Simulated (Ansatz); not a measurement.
Cartesian coordinates (Å):
```xyz
8

C     -0.9956    -0.3421    -0.1003
C      0.3108     0.2746     0.3212
O      0.4797     0.9049     1.3294
S      1.6331    -0.0360    -0.8710
H     -0.8796    -1.4225    -0.2142
H     -1.7528    -0.1247     0.6508
H     -1.3026     0.0582    -1.0693
H      2.5511     0.6379    -0.1578
```
Charge 0, multiplicity 1.

Calculation: frozen-core CCSD(T)/cc-pVTZ // r2SCAN-D4/def2-TZVP (Ansatz, a quantum-chemistry and plane-wave program).

| Property | Result |
|---|---|
| HF energy | -550.53500 Ha |
| MP2 correlation energy | -0.74117 Ha |

Estimate the CCSD correlation energy, the (T) correction, the total energy and the T1 diagnostic.


| Item | Result |
|---|---|
| CCSD correlation energy | -0.77046 Ha |
| (T) correction | -0.03539 Ha |
| CCSD(T) total energy | -551.34086 Ha |
| T1 diagnostic | 0.015 |
